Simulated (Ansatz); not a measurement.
The cluster CrO₂. The state is a triplet with charge 0. Geometry PBE-D4/def2-TZVP; atoms count from 1.

Cartesian coordinates in Å:
```
Cr -0.269 0.091 0.423
O -0.666 -1.169 -0.479
O 0.935 1.078 0.056
```

The structure comes from a short search, and lower isomers may exist.

(1) Estimate the Mulliken populations from the PBE0/def2-TZVP orbitals of Ansatz.

(2) Where does the spin sit?

(3) And the Mayer bond orders between bonded heavy atoms (over 0.3)?

Answers

(1) 
```json
{"atom": "Cr1", "charge (e)": "1.20", "spin (α − β)": "2.38", "d electrons": "4.42"}
{"atom": "O2", "charge (e)": "-0.60", "spin (α − β)": "-0.19", "d electrons": "–"}
{"atom": "O3", "charge (e)": "-0.60", "spin (α − β)": "-0.19", "d electrons": "–"}
```
Mulliken values and Mayer orders depend strongly on the basis.

(2) Summed by element: Cr 2.38, O -0.38, of 2 unpaired in all. Largest on single atoms: Cr1 2.38, O2 -0.19, O3 -0.19.

(3) Cr1–O2 1.88 (1.60 Å); Cr1–O3 1.88 (1.60 Å). Values over 0.3 also appear between atoms too far apart for a bond (O2–O3 0.31 at 2.81 Å); they arise where an orbital or an unpaired electron spreads over both atoms.
